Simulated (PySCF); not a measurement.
Computed IR spectrum (relative IR intensity) of a molecule C2H6BFN2. The structure is a stationary point at PBE-D3(BJ)/def2-SVP. The values are those of a single conformer. Calculation: PBE-D3(BJ)/def2-SVP run with PySCF 2.14.0. No scaling factor is applied to the harmonic values.

ν (cm⁻¹): 147 (vw), 181 (vw), 465 (s), 485 (vw), 595 (w), 858 (w), 912 (vw), 1004 (w), 1108 (vw), 1220 (s), 1340 (m), 1386 (m), 1394 (vw), 1409 (m), 1540 (vs), 1680 (vw), 2861 (m), 2891 (m), 3004 (w), 3025 (vw), 3505 (w), 3632 (m) (against the strongest line: vs over 80 %, s over 45 %, m over 15 %, w over 4 %, vw less)

Pick the molecule that these values belong to.
A) NB(N)/C=C\F
B) C/C=N/B(N)F
C) FB1NCCN1
D) C/N=C/B(N)F

D, C/N=C/B(N)F
